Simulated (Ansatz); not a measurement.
C2H2Cl (SMILES [CH]=CCl), charge 0, multiplicity 2, relaxed at each level with Ansatz (a first-principles code); harmonic frequencies from differences of analytic forces, average atomic masses, frozen cores. Open shells are unrestricted.

```
level                           harmonic frequencies (cm⁻¹)  ZPE (eV)  cost over HF/def2-TZVPP (rough)
------------------  ---------------------------------------  --------  -------------------------------
HF/def2-TZVPP       396 695 751 900 963 1331 1501 3366 3412     0.825                               ×1
PBE/def2-TZVPP      328 623 639 746 802 1171 1595 3116 3236     0.760                             ×0.9
B3LYP/def2-TZVPP    345 643 666 781 838 1218 1634 3193 3299     0.782                               ×1
PBE0/def2-TZVPP     350 678 698 805 850 1223 1649 3205 3311     0.791                               ×1
wB97X-V/def2-TZVPP  353 694 708 814 860 1233 1662 3215 3303     0.796                               ×2
MP2/cc-pV(T+d)Z     364 732 840 848 996 1250 1915 3255 3361     0.841                               ×4
```

Doubts at one or more of the structures used: a spin-contaminated determinant (HF/def2-TZVPP, MP2/cc-pV(T+d)Z).
